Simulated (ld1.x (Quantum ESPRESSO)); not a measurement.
**antimony (Sb): one change to a TM potential, before and after**

antimony (Sb), norm-conserving Troullier–Martins (Kleinman–Bylander form), made with ld1.x (Quantum ESPRESSO) 7.5 (PBEsol, scalar-relativistic). Core [Kr] 4d10, reference 5s2 5p1 (charge +2). Waves: 5p (bound): rc 1.70 bohr; 5d channel at -0.05 Ry: rc 1.95 bohr; 5s (bound): rc 1.80 bohr. Local part: the s channel. Core correction: a·sin(br)/r model core, default radius (core density twice the valence density).

Change: wave 5p (bound): rc 1.70 bohr becomes 5p (bound): rc 2.14 bohr.

Cutoffs: the cutoffs (Ry, on a coarse ladder) from which the occupation-weighted sum of valence levels, in a spherical-Bessel basis at the reference potential, stays within 10 and 1 mRy of its value at 400 Ry; they do not see the model core or the augmentation charge, which bear on the density cutoff. Errors are all-electron minus pseudo energies relative to the spin-unpolarised reference configuration.

Task: Predict the effect on cutoff, ghosts and configuration errors.

Result: The potential gets softer (35 Ry and 55 Ry → 25 Ry and 45 Ry); the bound ghosts move from d, p to d; of the 7 tests that both files solve, the error grows in 2 and shrinks in 0 by more than 15 % and 0.3 meV (median size 15.9 → 19.4 meV). A larger radius leaves more room for a smooth pseudo-wave, so fewer plane waves are needed.

| quantity | base | changed |
| --- | --- | --- |
| cutoff, loose | 35 Ry | 25 Ry |
| cutoff, tight | 55 Ry | 45 Ry |
| loose cutoff by channel (10 mRy a level) | p 35 Ry, s 21 Ry | p 12 Ry, s 21 Ry |
| bound ghosts | p, d | d |
| error for 5s2 5p3, meV [ΔE -24.36 eV] | -21 | -19 |
| error for 5s2 5p2, meV [ΔE -16.01 eV] | -8.7 | -7.6 |
| error for 5s2 5p0, meV [ΔE 24.44 eV] | -40 | -37 |
| error for 5s2 5p2.5, meV [ΔE -21.08 eV] | -16 | -14 |
| error for 5s1 5p0, meV [ΔE 68.78 eV] | -294 | -279 |
| error for 5s0 5p5, meV [ΔE -7.86 eV] | -0.9 | -21 |
| error for 5s1 5p3, meV [ΔE -7.25 eV] | +1.0 | -3.7 |

 A true bound ghost makes a file unfit for plane-wave use even where its test errors are small: the radial tests pick states by their node count and pass the ghost by.
